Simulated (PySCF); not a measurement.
**Correlation energy of B (boron, neutral)**

[He] 2s2 2p1, 2P determinant. Calculation: PySCF 2.14, in aug-cc-pwCVDZ; no relativity, point nucleus. Frozen: 1s2; 3 electrons correlated.

| level | correlation energy (mhartree) |
| --- | --- |
| CCSD | -61.09 |
| (T) | -0.94 |
| CCSD(T) | -62.03 |
| CCSDT | -62.42 |
| FCI | -62.42 |

Diagnostics: T1 = 0.014, D1 = 0.0272, largest double amplitude 0.075, weight of the Hartree-Fock determinant in FCI 0.9267 (8450 determinants).

Cost of the coupled-cluster step: roughly 0.26 core-seconds, for 3 correlated electrons.

Iterations:

```
CC2 = 0
CCSD nocc = (np.int64(2), np.int64(1)), nmo = (26, 26)
frozen orbitals [[0], [0]]
max_cycle = 100
direct = 0
conv_tol = 1e-08
conv_tol_normt = 1e-06
diis_space = 8
diis_start_cycle = 0
Init t2, MP2 energy = -0.038715437810756
Init E_corr(UCCSD) = -0.0387154378111641
cycle = 1  E_corr(UCCSD) = -0.0515097742378542  dE = -0.0127943364  norm(t1,t2) = 0.0632878
cycle = 2  E_corr(UCCSD) = -0.0565179498726074  dE = -0.00500817563  norm(t1,t2) = 0.0310326
cycle = 3  E_corr(UCCSD) = -0.0611066262513585  dE = -0.00458867638  norm(t1,t2) = 0.0165387
cycle = 4  E_corr(UCCSD) = -0.0610478100045624  dE = 5.88162468e-05  norm(t1,t2) = 0.00221228
cycle = 5  E_corr(UCCSD) = -0.0611049132430834  dE = -5.71032385e-05  norm(t1,t2) = 0.000350105
cycle = 6  E_corr(UCCSD) = -0.0610796133279034  dE = 2.52999152e-05  norm(t1,t2) = 9.08867e-05
cycle = 7  E_corr(UCCSD) = -0.061086722968595  dE = -7.10964069e-06  norm(t1,t2) = 3.30433e-05
cycle = 8  E_corr(UCCSD) = -0.0610873614768466  dE = -6.38508252e-07  norm(t1,t2) = 6.53925e-06
cycle = 9  E_corr(UCCSD) = -0.0610868589136304  dE = 5.02563216e-07  norm(t1,t2) = 1.79065e-06
cycle = 10  E_corr(UCCSD) = -0.0610869725302151  dE = -1.13616585e-07  norm(t1,t2) = 5.64946e-07
cycle = 11  E_corr(UCCSD) = -0.0610869718512846  dE = 6.78930474e-10  norm(t1,t2) = 1.2372e-07
UCCSD converged
E(UCCSD) = -24.59166843469095  E_corr = -0.06108697185128463
UCCSD(T) correction = -0.000936403857444474
```
